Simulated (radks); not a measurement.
Q: Species: the iron ion Fe+. Configuration: [Ar] 3d6 4s1 (the NIST ground configuration). All-electron calculation, scalar-relativistic Kohn-Sham, LDA (Slater exchange, Perdew-Wang correlation), spin-unpolarised, spherical densities, finite nucleus; Fermi nuclear charge, rms radius 3.7377 fm. Program: a radial shooting solver on a logarithmic mesh with Libxc functionals. Some entries of the table are withheld. Estimate them.

orbital  occ.  eigenvalue (eV)  <r> (bohr)  r(max) (bohr)
1s          2        -6991.886     0.05855        0.03834
2s          2        -826.3658      0.2675         0.2228
2p          6        -706.4855      0.2358         0.1798
3s          2        -102.1193      0.8126         0.7012
3p          6         -68.5446         (1)         0.7128
3d          6              (2)       1.112            (3)
4s          1         -12.6269       2.686          2.272

A: 
(1) 3p <r> (bohr): 0.8590
(2) 3d eigenvalue (eV): -16.2737
(3) 3d r(max) (bohr): 0.7077
